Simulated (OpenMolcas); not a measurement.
**Levels of Pt by method**

| Property | Result |
| --- | --- |
| Program | OpenMolcas 26.06 |
| Basis | ANO-RCC-VTZP [8s7p5d3f1g] |
| Scalar Hamiltonian | DKH2, point nucleus |
| Active space | 10 electrons in 6 orbitals (5d 6s) |
| State averaging | 2S+1 = 3 even, 15 roots; 2S+1 = 1 even, 20 roots kept (CI in the orbitals of an earlier block) |
| Spin-orbit coupling | state interaction with AMFI integrals over the reference wave functions, term energies averaged over their components |

Methods on the same reference wave functions:
A. CASSCF
B. SS-CASPT2, IPEA 0.25 Eh, imaginary shift 0.1 Eh (closed shells correlated: 5s 5p)
C. MS-CASPT2, IPEA 0.25 Eh, imaginary shift 0.1 Eh (closed shells correlated: 5s 5p)
D. XMS-CASPT2, IPEA 0.25 Eh, imaginary shift 0.1 Eh (closed shells correlated: 5s 5p)

Energies in cm⁻¹ above 5d⁹ 6s ³D₃, the measured ground level; measured values from NIST Handbook of Basic Atomic Spectroscopic Data.

```tsv
Level	A	B	C	D	Measured
5d⁸ 6s² ³F₄	-1606	-2300	-2300	-2310	824
5d⁹ 6s ³D₃	0.0	0.0	0.0	0.0	0.0
5d⁹ 6s ¹D₂ [60 %]	651	-583	-535	-135	776
5d⁸ 6s² ³F₃	7578	6960	6960	6960	10117
5d⁹ 6s ³D₁	10532	10530	10530	10530	10132
5d⁸ 6s² ³P₀ [69 %]	19514	19280	19280	18560	
5d⁸ 6s² ³P₁	19807	16180	16180	15640	18567
5d⁸ 6s² ¹G₄	22560	19710	19710	19590	21967
5d⁸ 6s² ¹D₂ [61 %]	26809	23640	23990	24190	26639
5d¹⁰ ¹S₀ [69 %]	27253	5480	5480	2090	6140
```

A puts 5d⁸ 6s² ³F₄ lowest. B puts 5d⁸ 6s² ³F₄ lowest. C puts 5d⁸ 6s² ³F₄ lowest. D puts 5d⁸ 6s² ³F₄ lowest.

Deviations, from unrounded energies. A percentage is the sum of absolute deviations over the sum of measured energies, with the sign that they share, or ± where signs differ.

```
                        Against measurement  Levels      A       B       C       D
             mean absolute deviation (cm-1)       8   3600    2000    2000    2400
      fine structure of the ground term (%)       1   +3.9    +3.9    +3.9    +3.9
other terms of the ground configuration (%)       1  -16.1  -175.2  -168.9  -117.4
                   other configurations (%)       6  ±33.3   -17.3   -16.9   -21.5
```

B, C lie about equally close to measurement and A furthest from it. The largest miss of C in the table is 5d⁸ 6s² ³F₃, by -3200 cm-1. The ranking rests on the paired levels alone, and a cruder setting can come out closer through cancelling errors.

Among B to D the level of the table that moves most is 5d¹⁰ ¹S₀ [69 %], by 3400 cm-1 (lowest in D, highest in C). Moves below CASPT2's spread within the term are not significant.

The mean deviations of B to D differ by less than CASPT2's widest spread within a term (1600 cm-1), so their order carries little weight.

The lowest spin-free term lies below A's lowest term by 0.566 hartree in B, 0.567 hartree in C, 0.585 hartree in D.

CASPT2 does not keep the components of a term degenerate, so their means are used; among the terms shown or strongly mixed into the levels shown the widest spread is 1600 cm-1 (5d⁸ 6s² ¹G, C). Over all roots computed the reference weight is 0.83 to 0.88 in B, 0.83 to 0.88 in C, 0.82 to 0.88 in D; the roots of lowest weight are the least certain, and an intruder state may touch them. Terms from blocks run as CI alone lack orbitals of their own. The lowest computed level is not the ground level that NIST lists (3D3). Configurations are named by rounded mean occupations; where the s occupation lies near a half they are strongly mixed, a name can repeat and a true partner stay unpaired. A single d shell beside an s shell can misplace configurations of different d count against each other. The CASPT2 spread within a term exceeds the gap to the next term for 5d⁸ 6s² ¹D and 5d⁸ 6s² ¹G, so the order of their levels is uncertain (figures for B; the like holds for C, D). Without dynamic correlation excited terms often stand tens of per cent too high (terms of higher spin than the ground term too low), and those without a measured partner can miss by more than the paired ones (holds for A). Some levels mix across a computed gap that differs much from the measured one, so their mixing is not that of the real levels (holds for A). The lowest spin-free term belongs to 5d⁹ 6s, not to the configuration of the lowest level (holds for A; B; C). The lowest spin-free term belongs to 5d¹⁰, not to the configuration of the lowest level (holds for D). Computed and measured levels are paired by configuration, term and J; levels that our copy of the source lacks, or whose pairing is in doubt (as where it misses far off the trend of its configuration), stay unpaired and out of the deviations. Only configurations of the active space appear. Levels that lie high or do not pair safely by name in every column are left out.

A share in square brackets marks a mixed level and gives the weight of the term that names it, the lowest over the columns.
